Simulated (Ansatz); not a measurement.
Te₂Mo⁺, relaxed as a doublet with UKS PBE0-D4/def2-TZVP in Ansatz, starting from the GFN2-xTB geometry. Force threshold 0.02 eV/Å.

In the def2 sets Mo, Te take a core potential; there is no spin–orbit coupling. The charge 1 doublet is spin-contaminated (final ⟨S²⟩ up to 1.88, 0.75 for a pure state). The relaxation made no stability test and no search for a lower SCF solution. The structure comes from a short search, and lower isomers may exist.

Start:

| atom | x (Å) | y (Å) | z (Å) |
| --- | --- | --- | --- |
| Mo1 | 0.307 | -0.308 | 0.610 |
| Te2 | -1.200 | -1.725 | -0.726 |
| Te3 | 0.893 | 2.033 | 0.116 |

(1) Estimate the energy that the relaxation releases and the steps that it takes.

(2) Does the start keep its bonding and symmetry?

(3) Predict the relaxed structure.

## Answers

(1) 0.22 eV, in 5 steps; 21 s on 4 threads of Arm Neoverse V1 on a shared host. No frequencies were taken in this run, so the end may be a saddle point.

(2) By distances, no bond broke or formed. The bond that changes most is Mo1–Te3, from 2.46 to 2.46 Å (atoms count from 1). Point group C2v at the start, C2v at the end, both within 0.05 Å.

(3) 
Cartesian coordinates in Å:
```
Mo 0.3972 -0.3980 0.7898
Te -1.1440 -1.4988 -0.7750
Te 0.7468 1.8968 -0.0148
```
Bond lengths: 2 × Mo–Te 2.46 Å.
